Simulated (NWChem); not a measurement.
System: C₄H₄F₂; SMILES C=C=CC(F)F

```xyz
10

C      0.2779     2.7905     0.0000
C     -0.1771     1.5663     0.0000
C     -0.6194     0.3339     0.0000
C      0.2875    -0.8542     0.0000
F      0.0435    -1.6226    -1.0870
F      0.0435    -1.6226     1.0870
H      0.4728     3.3212    -0.9377
H      0.4728     3.3212     0.9377
H     -1.6945     0.1169     0.0000
H      1.3538    -0.5715     0.0000
```
Atoms are numbered in this order, from 1.

Computed with NWChem. Geometry: optimised at PBE0/def2-SVP. Total energies compare along this basis series because the functional is fixed.

```json
[
 {"level": "PBE/def2-SVP", "basis functions": "104", "energy (Ha)": "-353.7938", "highest occupied level (eV)": "-6.87", "orbital gap (eV)": "5.67", "dipole (D)": "2.14"},
 {"level": "PBE/def2-SVPD", "basis functions": "158", "energy (Ha)": "-353.8227", "highest occupied level (eV)": "(withheld)", "orbital gap (eV)": "5.63", "dipole (D)": "(withheld)"},
 {"level": "PBE/def2-TZVP", "basis functions": "210", "energy (Ha)": "-354.2108", "highest occupied level (eV)": "-7.01", "orbital gap (eV)": "5.64", "dipole (D)": "2.32"},
 {"level": "PBE/def2-TZVPP", "basis functions": "242", "energy (Ha)": "-354.2122", "highest occupied level (eV)": "-7.01", "orbital gap (eV)": "5.63", "dipole (D)": "2.32"}
]
```

**Question.** What belongs in the gaps?

**Answer.** 
- PBE/def2-SVPD, highest occupied level (eV): -7.09
- PBE/def2-SVPD, dipole (D): 2.51
